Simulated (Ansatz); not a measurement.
Energy profile

The step: CH₆Si ([CH3][SiH3]) + AsH₃ → SiAsH₅ ([SiH3][AsH2]) + CH₄; bonds formed: Si1–As7, C2–H6; bonds broken: Si1–C2, H6–As7 (atoms numbered as in the saddle structure below).

```
12
angstrom
Si -1.2383 -0.0876 -0.0931
C 0.4357 1.2378 0.2347
H -1.5427 -0.4470 -1.4968
H -1.6832 -0.9316 1.0402
H -2.0319 1.1833 0.1076
H 0.4415 -0.0682 -0.0005
As 0.6268 -2.0992 -0.3462
H 0.0955 1.5965 1.2050
H 1.5223 1.0998 0.2618
H 0.1818 1.9236 -0.5727
H 1.4830 -1.9057 0.9044
H 1.7097 -1.5017 -1.2443
```

Electronic energies by CCSD(T) at an estimated basis limit (MP2 extrapolated from triple and quadruple zeta, plus CCSD(T) − MP2 in triple zeta), on PBE0-D4/def2-TZVP structures; CH₉AsSi, closed shell; no counterpoise correction. Ansatz 0.2.0; basis: def2-TZVPP and def2-QZVPP; cores frozen in the correlated methods. Filled d shells of the heavier atoms are correlated. The def2 sets are not built for correlating such inner shells, so the correlated values are less sure here. Extrapolation: Hartree–Fock as exp(−7.88 √X), correlation as X^−2.97.

Question: Give the profile in kcal/mol, counted from the separated reactants. (Judge from chemistry; the value comes from the calculation.)

Answer: The calculation gives:
```
                                                                                                                   point  kcal/mol
 separated: CH₆Si (linked as [CH3][SiH3]; Si1, C2, H3, H4, H5, H8, H9, H10; singlet) + AsH₃ (H6, As7, H11, H12; singlet)      0.00
                                                                                                         start structure     -1.47
                                                                                                                  saddle     66.02
                                                                                                           end structure     -9.96
separated: SiAsH₅ (linked as [SiH3][AsH2]; Si1, H3, H4, H5, As7, H11, H12; singlet) + CH₄ (C2, H6, H8, H9, H10; singlet)     -9.03
```

The T1 diagnostic stays at or below 0.012.

For scale, one of the runs: CCSD(T)/def2-TZVPP, 247 basis functions, launched by `ansatz run in.yaml --threads 4 --pin off --events-out ev --progress --plain --max-ram 9574MiB`. Time: 2.7 min of wall clock on 4 CPU threads of an Intel Xeon; the host was shared. Peak host memory: 4.9 GiB.
